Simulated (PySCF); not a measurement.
# One molecule, several mistakes: BCClGeH3 cation

Calculated results; nothing here was measured. They come from PySCF 2.14.0, an open-source quantum chemistry program, on an isolated molecule that a program drew, which may never have been made. The molecule is BCClGeH3 cation (charge +1, singlet), drawn as the SMILES string `[CH2]=[GeH][B+]Cl`.

Each row is a Hartree-Fock (HF) and frozen-core CCSD(T) single point in the cc-pV(D+d)Z basis, meant for a local HF minimum. Run 1 is clean. Each other run has one planted mistake out of seven kinds, and not every kind appears here: one electron removed, one electron added, multiplicity raised by two, geometry at a saddle point, minimal basis STO-3G, one bond length entered in bohr, all coordinates scaled. The reference is restricted for singlets and unrestricted otherwise, and also for a bond in bohr. Adding or removing an electron swaps singlet and doublet. Electrons count all cores. HOMO and LUMO are orbital energies over both spins, the gradient is its largest component, and the lowest frequency (negative if imaginary) is given only where the gradient is small. Bond lengths are over the 6 bonds as drawn. T1 is the CCSD diagnostic: over 0.02 (restricted) or 0.045 (unrestricted) a single reference is doubtful. Germanium has the cc-pVDZ-PP basis, with a core potential (ECP10MDF) in place of its 10 inner electrons, and its 3s, 3p and 3d shells are frozen in CCSD(T).

Geometry of the clean run:
```xyz
7
BCClGeH3 cation, angstrom
C    -1.9995   -1.9845   -0.8894
Ge   -0.2333   -1.9129   -0.9546
B     0.4012   -0.3621    0.2025
Cl    0.8425    0.8898    1.1414
H    -2.5722   -1.2761   -0.3038
H    -2.5649   -2.7342   -1.4305
H     0.8303   -2.7117   -1.6419
```

| run | electrons | basis functions | <S^2> | HOMO (eV) | LUMO (eV) | gradient (hartree/bohr) | lowest frequency (cm^-1) | mean bond (Å) | longest bond (Å) | T1 | HF (hartree) | CCSD(T) (hartree) | mistake |
|---|---|---|---|---|---|---|---|---|---|---|---|---|---|
| 1 | 62 | 89 | 0.000 | -13.49 | -4.95 | 1.9e-05 | 105 | 1.5158 | 2.036 | 0.0198 | -816.85564 | -817.35001 | no fault |
| 2 | 62 | 89 | 0.000 | -13.32 | -5.01 | 2.2e-02 | - | 1.5552 | 2.089 | 0.0210 | -816.85076 | -817.34987 | all coordinates scaled |
| 3 | 62 | 89 | 2.016 | -12.61 | -5.68 | 8.2e-02 | - | 1.5158 | 2.036 | 0.0168 | -816.83786 | -817.28630 | multiplicity raised by two |
| 4 | 63 | 89 | 1.065 | -7.11 | 1.76 | 6.4e-02 | - | 1.5158 | 2.036 | 0.0376 | -817.08403 | -817.56803 | one electron added |
| 5 | 61 | 89 | 0.756 | -21.96 | -12.03 | 4.9e-02 | - | 1.5158 | 2.036 | 0.0200 | -816.40063 | -816.84274 | one electron removed |
| 6 | 62 | 89 | 1.627 | -14.24 | -5.43 | 4.3e-02 | - | 1.7569 | 3.072 | 0.0630 | -816.70275 | -817.14192 | ? |

**Which mistake was planted in run 6, and what did it cost?**

The mean bond changes by a factor of 1.159 and the longest by 1.509, so the molecule wasn't scaled as a whole. A length L in bohr read as angstrom grows by (1/0.5292 - 1) L = 0.890 L. The 6 bonds together grew by 6 x 0.2411 = 1.447 Å, which gives L = 1.626 Å. That is bond B3-Cl4, 1.626 Å in the clean geometry. So the mistake is: one bond length entered in bohr. Subtracting run 1 and multiplying by 627.51 kcal/mol a hartree, the energy moved by 95.9 kcal/mol in HF and 130.6 kcal/mol in CCSD(T).

Cautions from the logs. Run 2: T1 is over the limit, so its CCSD(T) energy is less reliable; run 6: T1 is over the limit, so its CCSD(T) energy is less reliable.
